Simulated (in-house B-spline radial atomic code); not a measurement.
Ionising As VIII (As7+) with different functionals

Computed with an all-electron radial atomic-structure program (B-spline basis): non-relativistic Hamiltonian, point nucleus, spin-polarised at highest spin, spherical fractional occupations for the functionals, the average over the highest-spin determinants for Hartree-Fock. The ionisation energy is the difference of two self-consistent energies, [Ar] 3d8 → [Ar] 3d7, without Breit or QED terms; ε is the level of the shell that loses the electron (its least bound occupied spin orbital). There is no spin-orbit coupling in this Hamiltonian.

Hybrids are left out here: with spherical fractional occupations of an open shell their exact exchange keeps a self-interaction that integer-occupation calculations don't have.

| method | rung | ΔSCF (eV) | -ε(3d) (eV) |
| --- | --- | --- | --- |
| Hartree-Fock | Hartree-Fock | 180.40 | 183.75 |
| LDA VWN5 | LDA | 183.11 | 167.16 |
| LDA PW92 | LDA | 183.10 | 167.15 |
| LDA exchange-only | LDA | 180.64 | 164.77 |
| PBE | GGA | 182.71 | 166.78 |
| PBEsol | GGA | 182.67 | 166.73 |
| BLYP | GGA | 182.60 | 166.66 |
| RPBE | GGA | 182.61 | 166.68 |
| PW91 | GGA | 182.91 | 166.96 |
| BP86 | GGA | 182.84 | 166.89 |
| AM05 | GGA | 182.73 | 166.79 |
| OLYP | GGA | 183.29 | 167.38 |
| TPSS | meta-GGA | 182.52 | 166.62 |
| SCAN | meta-GGA | 182.58 | 166.89 |
| r2SCAN | meta-GGA | 182.65 | 166.95 |
| M06-L | meta-GGA | 182.60 | 166.90 |
| revTPSS | meta-GGA | 182.32 | 166.44 |

(1) How do they compare with the NIST value?

## Answers

(1) NIST lists 180 eV ± 2.1 (tabulated theory, ground level to ground level). Errors run from +0.40 to +3.29 eV; all lie within about twice that uncertainty, so the table can't rank the methods. Hartree-Fock also lacks correlation.
